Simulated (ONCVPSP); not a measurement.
# What the settings do to the ONCV potential of Os

Base potential:

```json
{"Element": "Os", "Generator": "ONCVPSP 4.0.1", "Type": "optimised norm-conserving Vanderbilt (ONCV)", "Functional": "PBE", "Relativity": "scalar-relativistic", "Frozen core": "[Xe] 4f14", "Valence charge": "8", "Reference configuration": "5d7 6s1", "Partial waves": "6s: rc 2.60 bohr, ncon 4, nbas 9, qcut 2.3 1/bohr, 2 projectors, debl 0.9 Ha; p scattering state at 0.45 Ha: rc 2.70 bohr, ncon 3, nbas 6, qcut 2.7 1/bohr, 3 projectors, debl 1.9 Ha; 5d: rc 2.05 bohr, ncon 3, nbas 8, qcut 7.9 1/bohr, 2 projectors, debl 3.1 Ha; f scattering state at 0.03 Ha: rc 2.75 bohr, ncon 4, nbas 9, qcut 3.9 1/bohr, 2 projectors, debl 1 Ha", "Local potential": "polynomial inside 1.85 bohr (lpopt 3, dvloc0 1 Ha)", "Core correction": "polynomial model core, fcfact 0.35"}
```

In the p channel the program set the typed energies aside and used 0.050, 1.950, 3.850 Ha.

All-electron outer shells of the reference configuration (PBE, scalar-relativistic, ld1.x):

| shell | level (eV) | outermost node (bohr) | outermost maximum (bohr) |
| --- | --- | --- | --- |
| 5p | -48.63 | 0.55 | 1.03 |
| 6s | -5.43 | 1.21 | 2.54 |
| 5d | -4.70 | 0.60 | 1.38 |

Cutoffs, loose and tight: the cutoffs (Ha) at which the residual kinetic energy of the hardest occupied pseudo-wave falls to 1 and 0.1 mHa per electron. They do not see the model core or the augmentation charge, which bear on the density cutoff. Test errors are all-electron minus pseudo excitation energies from the reference, over the configurations 5d6 6s2; 5d6 6s1; 5d6 6s0; 5d6 6s0 6p1. A dash means not determined; rows that change the core or the reference have their own tests.

```csv
change,outcome,"cutoff, loose","cutoff, tight",bound ghosts,GHOST(+) flags above zero,largest test error (meV)
base,"generated, projector energies reset by the program",17 Ha,31 Ha,none,"s, p, f",-61
"core [Kr] 4d10 4f14, valence charge 16; reference 5s2 5p6 5d6 6s2; waves now 5s+6s: rc 1.50 bohr, ncon 4, nbas 8, qcut 6.1 1/bohr, 2 projectors; 5p: rc 1.35 bohr, ncon 4, nbas 7, qcut 6.8 1/bohr, 2 projectors, debl 0.7 Ha; 5d: rc 1.75 bohr, ncon 3, nbas 6, qcut 6.1 1/bohr, 1 projector; f scattering state at 0.05 Ha: rc 1.65 bohr, ncon 4, nbas 8, qcut 5.9 1/bohr, 2 projectors, debl 2.5 Ha; local potential polynomial inside 1.20 bohr (lpopt 4, dvloc0 3 Ha)","failed: ERROR pspot: first pseudo wave function has node, program will stop",–,–,–,–,–
s: rc 2.8,"generated, projector energies reset by the program",17 Ha,26 Ha,none,"s, p, f",-74
p: qcut 2.1,"generated, projector energies reset by the program",17 Ha,31 Ha,none,"s, p, f",-56
d: qcut 6.6,"generated, projector energies reset by the program",15 Ha,31 Ha,none,"s, p, f",-61
```
